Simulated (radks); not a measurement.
Values are calculated unless marked as measured or tabulated.
Ionisation of neutral erbium, [Xe] 4f12 6s2, to [Xe] 4f12 6s1 as the strength of local exchange is varied. Code: a radial shooting solver on a logarithmic mesh with Libxc functionals. Model: non-relativistic Kohn-Sham, Slater X-alpha exchange (alpha = 2/3 is LDA exchange), no correlation, spin-polarised, spherical densities, point nucleus; open shells are filled with parallel spins first (spin-orbit coupling, left out, can overturn this in heavy ions); relativity is left out, which matters for an element this heavy.

| alpha | E(Er) (hartree) | exchange (hartree) | IE (eV) | -e of the level emptied (eV) | <r> of it (bohr) |
|---|---|---|---|---|---|
| 0.593 | -12460.0817 | -223.4383 | 4.564 | 2.553 (6s) | 4.511 |
| 0.667 | -12487.9990 | -251.9428 | 4.849 | 2.853 (6s) | 4.409 |
| 0.685 | -12494.8000 | -258.8968 | 4.920 | 2.929 (6s) | 4.385 |
| 0.721 | -12508.4144 | -272.8287 | 5.064 | 3.082 (6s) | 4.338 |
| 0.864 | -12562.6540 | -328.4839 | 5.658 | 3.722 (6s) | 4.161 |
| 1.043 | -12630.9070 | -398.8553 | 6.452 | 4.593 (6s) | 3.962 |

NIST Atomic Spectra Database: 6.108 eV (measured). The Delta-SCF value meets it near alpha = 0.97. Relativity is left out here, which matters for elements this heavy. Open shells are spherical and high-spin; term and fine-structure splittings are not resolved.
